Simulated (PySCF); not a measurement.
C5H10Si, SMILES C#C[Si](C)(C)C, GFN2-xTB optimised geometry.

```
16

C      1.85    -1.17     0.00
C      0.64    -1.17     0.00
Si    -1.22    -1.17     0.00
C     -1.82    -2.08    -1.57
C     -1.81     0.64     0.00
C     -1.82    -2.08     1.57
H      2.90    -1.17     0.00
H     -1.45    -3.10    -1.59
H     -2.90    -2.11    -1.62
H     -1.46    -1.58    -2.47
H     -2.90     0.70     0.00
H     -1.45     1.17     0.88
H     -1.46     1.17    -0.88
H     -1.46    -3.10     1.59
H     -1.46    -1.58     2.47
H     -2.90    -2.11     1.62
```

Density from B3LYP/def2-TZVP (PySCF) at that geometry.

Minimum of the electron density along straight lines between bonded atoms, close to the bond critical point (lines longer than 1.1 times the sum of covalent radii, or with two minima, are not listed):

```json
[
 {"bond": "C1–C2", "length / Å": "1.202", "ρ at the minimum / e bohr⁻³": "0.429", "∇²ρ there / e bohr⁻⁵": "-1.34", "position (fraction from the first atom)": "0.53"},
 {"bond": "C2–Si3", "length / Å": "1.861", "ρ at the minimum / e bohr⁻³": "0.113", "∇²ρ there / e bohr⁻⁵": "0.28", "position (fraction from the first atom)": "0.61"},
 {"bond": "Si3–C4", "length / Å": "1.906", "ρ at the minimum / e bohr⁻³": "0.118", "∇²ρ there / e bohr⁻⁵": "0.13", "position (fraction from the first atom)": "0.39"},
 {"bond": "Si3–C5", "length / Å": "1.906", "ρ at the minimum / e bohr⁻³": "0.118", "∇²ρ there / e bohr⁻⁵": "0.13", "position (fraction from the first atom)": "0.39"},
 {"bond": "Si3–C6", "length / Å": "1.906", "ρ at the minimum / e bohr⁻³": "0.118", "∇²ρ there / e bohr⁻⁵": "0.13", "position (fraction from the first atom)": "0.39"},
 {"bond": "C1–H7", "length / Å": "1.053", "ρ at the minimum / e bohr⁻³": "0.300", "∇²ρ there / e bohr⁻⁵": "-1.15", "position (fraction from the first atom)": "0.66"},
 {"bond": "C4–H8", "length / Å": "1.086", "ρ at the minimum / e bohr⁻³": "0.276", "∇²ρ there / e bohr⁻⁵": "-0.93", "position (fraction from the first atom)": "0.64"},
 {"bond": "C4–H9", "length / Å": "1.086", "ρ at the minimum / e bohr⁻³": "0.276", "∇²ρ there / e bohr⁻⁵": "-0.92", "position (fraction from the first atom)": "0.64"},
 {"bond": "C4–H10", "length / Å": "1.086", "ρ at the minimum / e bohr⁻³": "0.276", "∇²ρ there / e bohr⁻⁵": "-0.93", "position (fraction from the first atom)": "0.64"},
 {"bond": "C5–H11", "length / Å": "1.086", "ρ at the minimum / e bohr⁻³": "0.276", "∇²ρ there / e bohr⁻⁵": "-0.92", "position (fraction from the first atom)": "0.64"},
 {"bond": "C5–H12", "length / Å": "1.086", "ρ at the minimum / e bohr⁻³": "0.276", "∇²ρ there / e bohr⁻⁵": "-0.93", "position (fraction from the first atom)": "0.64"},
 {"bond": "C5–H13", "length / Å": "1.086", "ρ at the minimum / e bohr⁻³": "0.276", "∇²ρ there / e bohr⁻⁵": "-0.93", "position (fraction from the first atom)": "0.64"},
 {"bond": "C6–H14", "length / Å": "1.086", "ρ at the minimum / e bohr⁻³": "0.276", "∇²ρ there / e bohr⁻⁵": "-0.93", "position (fraction from the first atom)": "0.64"},
 {"bond": "C6–H15", "length / Å": "1.086", "ρ at the minimum / e bohr⁻³": "0.276", "∇²ρ there / e bohr⁻⁵": "-0.93", "position (fraction from the first atom)": "0.64"},
 {"bond": "C6–H16", "length / Å": "1.086", "ρ at the minimum / e bohr⁻³": "0.276", "∇²ρ there / e bohr⁻⁵": "-0.92", "position (fraction from the first atom)": "0.64"}
]
```
